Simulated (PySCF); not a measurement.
Species: C2H8O2Si.
Numbering: `[CH3:1][O:2][Si@@H:3]([CH3:4])[OH:5]` (hydrogens: H6, H7, H8 on C1; H9 on Si3; H10, H11, H12 on C4; H13 on O5)

Method: PBE0-D3(BJ)/def2-SVP geometry optimisation, gas phase in PySCF; density fitting, grid level 1; the optimiser is geomeTRIC in internal coordinates, started from a GFN2-xTB structure with every atom displaced at random (about 0.01 Å).

At the end of the run (lengths in Å): Si3–H9 1.500, Si3–O5 1.655, C1–O2 1.397, C1–H7 1.101, O5–H13 0.961, C4–H10 1.101, O2–Si3 1.665, O2–Si3–O5 107.3°, C1–O2–Si3 124.8°, C4–Si3–O5 106.9°, O2–Si3–C4 112.4°, C1–O2–Si3–C4 76°, H13–O5–Si3–O2 52°, H9–Si3–O5–H13 -65°.

Task: These geometries were met on the way; a selection of coordinates is given. Order them by energy above the end point, lowest first.
A. Si3–H9 1.498, Si3–O5 1.657, C1–O2 1.397, C1–H7 1.100, O5–H13 0.962, C4–H10 1.101, O2–Si3 1.667, O2–Si3–O5 106.0°, C1–O2–Si3 124.8°, C4–Si3–O5 108.1°, O2–Si3–C4 112.4°, C1–O2–Si3–C4 68°, H13–O5–Si3–O2 43°, H9–Si3–O5–H13 -74°
B. Si3–H9 1.504, Si3–O5 1.655, C1–O2 1.392, C1–H7 1.107, O5–H13 0.963, C4–H10 1.103, O2–Si3 1.665, O2–Si3–O5 106.8°, C1–O2–Si3 126.7°, C4–Si3–O5 106.9°, O2–Si3–C4 113.4°, C1–O2–Si3–C4 63°, H13–O5–Si3–O2 33°, H9–Si3–O5–H13 -85°
C. Si3–H9 1.448, Si3–O5 1.614, C1–O2 1.422, C1–H7 1.076, O5–H13 0.942, C4–H10 1.083, O2–Si3 1.648, O2–Si3–O5 103.3°, C1–O2–Si3 128.5°, C4–Si3–O5 108.8°, O2–Si3–C4 113.1°, C1–O2–Si3–C4 62°, H13–O5–Si3–O2 28°, H9–Si3–O5–H13 -88°

Result: A (0.004 eV), B (0.017 eV), C (0.176 eV).

```json
{"step": "5", "E above end (eV)": "0.004", "rms distance from the end, all atoms (Å)": "0.069", "largest force (eV/Å)": "0.074", "rms shift of all bonds from the end (Å)": "0.001"}
{"step": "1", "E above end (eV)": "0.017", "rms distance from the end, all atoms (Å)": "0.113", "largest force (eV/Å)": "0.319", "rms shift of all bonds from the end (Å)": "0.003"}
{"step": "0", "E above end (eV)": "0.176", "rms distance from the end, all atoms (Å)": "0.147", "largest force (eV/Å)": "2.004", "rms shift of all bonds from the end (Å)": "0.024"}
```

Rows stand in the order of the answer.
